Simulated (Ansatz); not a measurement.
Basis-set series for H3InO2 (`[OH][InH][OH]`). The species carries charge 0 and has multiplicity 1. In: def2 effective core potential. The structure was optimised at the PBE0-D4/def2-TZVP level. It is one conformer, not always the lowest.

```tsv
functional	basis	functions	energy (Eh)	HOMO (eV)	LUMO (eV)
PBE0-D4	def2-SVP	69	-342.10705	-7.93	-0.86
PBE0-D4	def2-QZVPP	286	-342.33087	-8.34	-1.13
ωB97M-V	def2-SVP	69	-342.16200	-10.35	0.75
ωB97M-V	def2-QZVPP	286	-342.39129	-10.82	0.21
```

Problem. Give the rows for def2-TZVPP. (Estimate.)

Solution. Computed: 
| functional | basis | functions | energy (Eh) | HOMO (eV) | LUMO (eV) |
| --- | --- | --- | --- | --- | --- |
| PBE0-D4 | def2-TZVPP | 154 | -342.31902 | -8.26 | -1.05 |
| ωB97M-V | def2-TZVPP | 154 | -342.37973 | -10.74 | 0.34 |

Positive LUMOs are unbound and depend on the basis.
